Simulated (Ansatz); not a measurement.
Calculated with Ansatz (gas phase, PBE0-D4/def2-TZVP geometries, no zero-point term in ΔE). CCSD(T)/CBS is the MP2 limit (def2-TZVPP, def2-QZVPP) plus CCSD(T) − MP2 in def2-TZVPP, frozen cores. Functionals use def2-TZVPP. For Ge outer-core shells are correlated without core-valence functions, which leaves a few kJ/mol of doubt a bond. Scalar relativity is left out up to krypton. Each species was taken in one conformer, which may not be the lowest.

`[OH][Ge]([OH])([OH])[Cl]` + `COC(C)(O)F` → `[OH][Ge]([OH])([OH])[OH]` + `COC(C)(F)Cl`  (formal exchange of groups at a Ge–Cl bond)

**Question.** Is it downhill or uphill in electronic energy at CCSD(T)/CBS, and by how much? (Best estimate.)

**Answer.** Ansatz gave: Uphill: ΔE = +55.2 kJ/mol.

**Question.** What do these levels give: PBE0-D4, ωB97X-V, ωB97M-V, CCSD/def2-TZVPP, HF/def2-QZVPP, HF/CBS(def2)? (Estimate.)

**Answer.** Ansatz gave: PBE0-D4 65.9, ωB97X-V 62.5, ωB97M-V 62.7, CCSD/def2-TZVPP 61.3, HF/def2-QZVPP 74.3, HF/CBS(def2) 74.2 kJ/mol.

Largest T1 diagnostic among the species: 0.012.

In def2-TZVPP, CCSD(T) changes the Hartree–Fock value by −16.4 kJ/mol (the triples alone add −2.5 kJ/mol) and MP2 by −19.9 kJ/mol. From PBE to PBE0 (25 % exact exchange), in def2-TZVPP and without D4, ΔE moves by +5.6 kJ/mol.
